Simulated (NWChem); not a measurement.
System: SnH$_{2}$, singlet; SMILES [SnH2]

Input file for NWChem:

```
start job
memory heap 200 mb stack 900 mb global 1100 mb
geometry units angstroms noautoz
  Sn     0.000000     0.000000     0.019422
  H      0.000000    -1.261879    -1.237156
  H      0.000000     1.261879    -1.237156
end
basis spherical
  Sn library def2-svp
  H library def2-svp
end
ecp
  Sn library def2-ecp
end
dft
  xc xpbe96 cpbe96
  iterations 150
end
tddft
  nroots 6
end
task tddft energy
```

Excerpt of the output:

```
             Northwest Computational Chemistry Package (NWChem) 7.3.0
             --------------------------------------------------------

 C2V symmetry detected

                             Geometry "geometry" -> ""
                             -------------------------

 Output coordinates in angstroms (scale by  1.889725989 to convert to a.u.)

  No.       Tag          Charge          X              Y              Z
 ---- ---------------- ---------- -------------- -------------- --------------
    1 Sn                  50.0000     0.00000000     0.00000000     0.04832992
    2 H                    1.0000     1.26187900     0.00000000    -1.20824808
    3 H                    1.0000    -1.26187900     0.00000000    -1.20824808

 Effective nuclear repulsion energy (a.u.)      29.9250152805

      Symmetry information
      --------------------

 Group name             C2v
 Group number             16
 Group order               4
 No. of unique centers     2

 Summary of "ao basis" -> "ao basis" (spherical)
 ------------------------------------------------------------------------------
       Tag                 Description            Shells   Functions and Types
 ---------------- ------------------------------  ------  ---------------------
 Sn                         def2-svp                10       26   4s4p2d
 H                          def2-svp                 3        5   2s1p

      Symmetry analysis of basis
      --------------------------

        a1         16
        a2          3
        b1         10
        b2          7

            General Information
            -------------------
          SCF calculation type: DFT
          Wavefunction type:  closed shell.
          No. of atoms     :     3
          No. of electrons :    24
           Alpha electrons :    12
            Beta electrons :    12
          Charge           :     0
          Spin multiplicity:     1
          Use of symmetry is: off; symmetry adaption is: on
          Maximum number of iterations: 150
          AO basis - number of functions:    36
                     number of shells:    16
          Convergence on energy requested:  1.00D-06
          Convergence on density requested:  1.00D-05
          Convergence on gradient requested:  5.00D-04

              XC Information
              --------------
          PerdewBurkeErnzerhof Exchange Functional  1.000
            Perdew 1991 LDA Correlation Functional  1.000 local
           PerdewBurkeErnz. Correlation Functional  1.000 non-local

             Grid Information
             ----------------
          Grid used for XC integration:  medium
          Radial quadrature: Mura-Knowles
          Angular quadrature: Lebedev.
          Tag              B.-S. Rad. Rad. Pts. Rad. Cut. Ang. Pts.
          ---              ---------- --------- --------- ---------
          Sn                  1.45      123           8.0       590
          H                   0.35       45           8.0       434
          Grid pruning is: on
          Number of quadrature shells:   213
          Spatial weights used:  Erf1

      Superposition of Atomic Density Guess
      -------------------------------------

 Sum of atomic energies:        -250.09430103

      Non-variational initial energy
      ------------------------------

 Total energy =    -214.213819
 1-e energy   =    -403.399972
 2-e energy   =     175.901726
 HOMO         =      -0.227123
 LUMO         =      -0.080562

      Symmetry analysis of molecular orbitals - initial
      -------------------------------------------------

  Numbering of irreducible representations:

     1 a1          2 a2          3 b1          4 b2

  Orbital symmetries:

     1 a1          2 b1          3 a1          4 b2          5 b1
     6 a1          7 a1          8 a2          9 b2         10 a1
    11 b1         12 a1         13 b2         14 b1         15 a1
    16 a1         17 b1         18 a1         19 b2         20 a1
    21 a2         22 b2

   convergence    iter        energy       DeltaE   RMS-Dens  Diis-err
 ---------------- ----- ----------------- --------- --------- ---------
 d= 0,ls=0.0,diis     1   -215.4233046473 -2.29D+02  2.36D-02  5.83D-02
 d= 0,ls=0.0,diis     2   -215.4332972936 -9.99D-03  9.45D-03  2.12D-02
 d= 0,ls=0.0,diis     3   -215.4381571212 -4.86D-03  2.69D-03  5.82D-03
 d= 0,ls=0.0,diis     4   -215.4393289069 -1.17D-03  2.02D-04  1.24D-05
 d= 0,ls=0.0,diis     5   -215.4393308692 -1.96D-06  7.40D-05  3.47D-06
 d= 0,ls=0.0,diis     6   -215.4393315533 -6.84D-07  6.58D-06  1.65D-08

         Total DFT energy =     -215.439331553281
      One electron energy =     -403.848436601507
           Coulomb energy =      193.840586472006
    Exchange-Corr. energy =      -18.715907986745
 Nuclear repulsion energy =       13.284426562965

 Numeric. integr. density =       24.000015170947

                  Occupations of the irreducible representations
                  ----------------------------------------------

                     irrep           alpha         beta
                     --------     --------     --------
                     a1                6.0          6.0
                     a2                1.0          1.0
                     b1                3.0          3.0
                     b2                2.0          2.0

                       DFT Final Molecular Orbital Analysis
                       ------------------------------------

 Vector   10  Occ=2.000000D+00  E=-4.325937D-01  Symmetry=a1
              MO Center=  1.8D-10,  1.0D-10, -4.1D-01, r^2= 1.9D+00
   Bfn.  Coefficient  Atom+Function         Bfn.  Coefficient  Atom+Function
  ----- ------------  ---------------      ----- ------------  ---------------
     3      0.772929  1 Sn s                  2     -0.301752  1 Sn s
     1     -0.266297  1 Sn s                  4      0.203697  1 Sn s
    27      0.172689  2 H  s                 32      0.172689  3 H  s
    13     -0.098662  1 Sn pz                28      0.056644  2 H  s
    33      0.056644  3 H  s                 10      0.034768  1 Sn pz

[...]

                                NWChem TDDFT Module
                                -------------------

            General Information
            -------------------
           No. of orbitals :      72
            Alpha orbitals :      36
             Beta orbitals :      36
        Alpha frozen cores :       0
         Beta frozen cores :       0
     Alpha frozen virtuals :       0
      Beta frozen virtuals :       0
         Spin multiplicity :       1
    Number of AO functions :      36
        Use of symmetry is : off
      Symmetry adaption is : on
         Schwarz screening :  0.10D-07

              XC Information
              --------------
   PerdewBurkeErnzerhof Exchange Functional   1.00
     Perdew 1991 LDA Correlation Functional   1.00 local
    PerdewBurkeErnz. Correlation Functional   1.00 non-local

             TDDFT Information
             -----------------
          Calculation type : TDDFT
         Wavefunction type : Restricted singlets & triplets
          No. of electrons :      24
           Alpha electrons :      12
            Beta electrons :      12
              No. of roots :       6
          Max subspacesize :    5200
            Max iterations :     100
               Target root :       1
           Target symmetry : none
      Symmetry restriction : off
                 Algorithm : Optimal
        Davidson threshold :  0.10D-03

    6 smallest eigenvalue differences (eV)
--------------------------------------------------------
  No. Spin  Occ  Vir  Irrep   E(Occ)    E(Vir)   E(Diff)
--------------------------------------------------------
    1    1   12   13 b2       -0.206    -0.137     1.874
    2    1   11   13 a2       -0.256    -0.137     3.236
    3    1   12   14 b1       -0.206    -0.004     5.485
    4    1   12   15 a1       -0.206     0.033     6.494
    5    1   11   14 a1       -0.256    -0.004     6.847
    6    1   11   15 b1       -0.256     0.033     7.855
--------------------------------------------------------

  Entering Davidson iterations
  Restricted singlet excited states

  Iter   NTrls   NConv    DeltaV     DeltaE      Time
  ----  ------  ------  ---------  ---------  ---------
    1      6       0     0.19E+00   0.10+100        0.7
    2     12       0     0.93E-01   0.19E-01        0.7
    3     24       0     0.23E-01   0.67E-02        1.0
    4     36       1     0.62E-02   0.35E-03        1.2
    5     46       2     0.19E-02   0.12E-04        1.2
    6     54       4     0.57E-03   0.91E-06        0.8
    7     58       4     0.14E-03   0.47E-07        0.5
    8     62       6     0.69E-04   0.21E-08        0.5
  ----  ------  ------  ---------  ---------  ---------
  Convergence criterion met

  Ground state a1       -215.439331553281 a.u.

  ----------------------------------------------------------------------------
  Root   1 singlet b2             0.084272205 a.u.                2.2932 eV
  ----------------------------------------------------------------------------
     Transition Moments    X -0.00000   Y -0.47644   Z  0.00000
     Dipole Oscillator Strength                    0.0127530970
     Electric Quadrupole                           0.0000000161
     Magnetic Dipole                               0.0000014818
     Total Oscillator Strength                     0.0127545948

     Occ.   10  a1  ---  Virt.   13  b2  -0.07160 X
     Occ.   12  a1  ---  Virt.   13  b2   1.00262 X
     Occ.   12  a1  ---  Virt.   13  b2  -0.10087 Y
  ----------------------------------------------------------------------------
  Root   2 singlet a2             0.125556785 a.u.                3.4166 eV
  ----------------------------------------------------------------------------
     Transition Moments    X  0.00000   Y  0.00000   Z  0.00000
     Dipole Oscillator Strength                    0.0000000000
     Electric Quadrupole                           0.0000000422
     Magnetic Dipole                               0.0000016931
     Total Oscillator Strength                     0.0000017353

     Occ.   11  b1  ---  Virt.   13  b2   1.00023 X
  ----------------------------------------------------------------------------
  Root   3 singlet b1             0.232434744 a.u.                6.3249 eV
  ----------------------------------------------------------------------------
     Transition Moments    X  1.05155   Y -0.00000   Z -0.00000
     Dipole Oscillator Strength                    0.1713433749
     Electric Quadrupole                           0.0000000228
     Magnetic Dipole                               0.0000021013
     Total Oscillator Strength                     0.1713454990

     Occ.   11  b1  ---  Virt.   15  a1   0.33281 X
     Occ.   12  a1  ---  Virt.   14  b1  -0.94009 X
     Occ.   12  a1  ---  Virt.   14  b1   0.06683 Y
     Occ.   12  a1  ---  Virt.   17  b1   0.05883 X
  ----------------------------------------------------------------------------
  Root   4 singlet a1             0.249645150 a.u.                6.7932 eV
  ----------------------------------------------------------------------------
     Transition Moments    X -0.00000   Y  0.00000   Z -0.63935
     Dipole Oscillator Strength                    0.0680313633
     Electric Quadrupole                           0.0000004688
     Magnetic Dipole                               0.0000000000
     Total Oscillator Strength                     0.0680318321

     Occ.   11  b1  ---  Virt.   14  b1  -0.53169 X
     Occ.   12  a1  ---  Virt.   15  a1   0.84624 X
  ----------------------------------------------------------------------------
  Root   5 singlet a1             0.309132436 a.u.                8.4119 eV
  ----------------------------------------------------------------------------
     Transition Moments    X -0.00000   Y -0.00000   Z  2.00569
     Dipole Oscillator Strength                    0.8290511966
     Electric Quadrupole                           0.0000002048
     Magnetic Dipole                               0.0000000000
     Total Oscillator Strength                     0.8290514014

     Occ.   10  a1  ---  Virt.   15  a1  -0.06560 X
     Occ.   11  b1  ---  Virt.   14  b1  -0.83082 X
     Occ.   11  b1  ---  Virt.   14  b1   0.08521 Y
     Occ.   11  b1  ---  Virt.   17  b1   0.05194 X
     Occ.   11  b1  ---  Virt.   23  b1   0.06389 X
     Occ.   12  a1  ---  Virt.   15  a1  -0.52009 X
     Occ.   12  a1  ---  Virt.   15  a1   0.06694 Y
     Occ.   12  a1  ---  Virt.   16  a1  -0.05440 X
     Occ.   12  a1  ---  Virt.   18  a1   0.12016 X
     Occ.   12  a1  ---  Virt.   21  a1   0.13357 X
     Occ.   12  a1  ---  Virt.   25  a1   0.05685 X
  ----------------------------------------------------------------------------
  Root   6 singlet b1             0.337460400 a.u.                9.1828 eV
  ----------------------------------------------------------------------------
     Transition Moments    X  2.00855   Y -0.00000   Z -0.00000
     Dipole Oscillator Strength                    0.9076043796
     Electric Quadrupole                           0.0000009705
     Magnetic Dipole                               0.0000001049
     Total Oscillator Strength                     0.9076054550

     Occ.   10  a1  ---  Virt.   14  b1  -0.11001 X
     Occ.   11  b1  ---  Virt.   15  a1  -0.91851 X
     Occ.   11  b1  ---  Virt.   15  a1   0.07157 Y
     Occ.   11  b1  ---  Virt.   16  a1  -0.12516 X
     Occ.   11  b1  ---  Virt.   18  a1   0.05768 X
     Occ.   11  b1  ---  Virt.   21  a1  -0.08642 X
     Occ.   11  b1  ---  Virt.   25  a1   0.07251 X
     Occ.   12  a1  ---  Virt.   14  b1  -0.31318 X
     Occ.   12  a1  ---  Virt.   14  b1   0.07894 Y
     Occ.   12  a1  ---  Virt.   17  b1   0.14987 X
     Occ.   12  a1  ---  Virt.   23  b1   0.05560 X

              Target root =      1
          Target symmetry = none
      Ground state energy =   -215.439331553281
        Excitation energy =      0.084272204716
     Excited state energy =   -215.355059348565

  stored tddft:energy   -215.35505934856451

    6 smallest eigenvalue differences (eV)
--------------------------------------------------------
  No. Spin  Occ  Vir  Irrep   E(Occ)    E(Vir)   E(Diff)
--------------------------------------------------------
    1    1   12   13 b2       -0.206    -0.137     1.874
    2    1   11   13 a2       -0.256    -0.137     3.236
    3    1   12   14 b1       -0.206    -0.004     5.485
    4    1   12   15 a1       -0.206     0.033     6.494
    5    1   11   14 a1       -0.256    -0.004     6.847
    6    1   11   15 b1       -0.256     0.033     7.855
--------------------------------------------------------

  Entering Davidson iterations
  Restricted triplet excited states

  Iter   NTrls   NConv    DeltaV     DeltaE      Time
  ----  ------  ------  ---------  ---------  ---------
    1      6       0     0.64E-01   0.10+100        0.7
    2     12       0     0.15E-01   0.31E-02        0.7
    3     24       0     0.42E-02   0.15E-03        1.0
    4     36       2     0.14E-02   0.91E-05        0.9
    5     44       3     0.33E-03   0.11E-05        0.7
    6     50       5     0.10E-03   0.41E-07        0.7
    7     51       6     0.47E-04   0.16E-08        0.5
  ----  ------  ------  ---------  ---------  ---------
  Convergence criterion met

  Ground state a1       -215.439331553281 a.u.

[...]
```

Level: PBE/def2-SVP with def2 effective core potentials on Sn, full TDDFT. Low-valent species are run as closed-shell singlets; no triplet was tried in these runs. All runs use the structure optimised with PBE0/def2-SVP. def2 effective core potentials on Sn; no spin-orbit coupling.
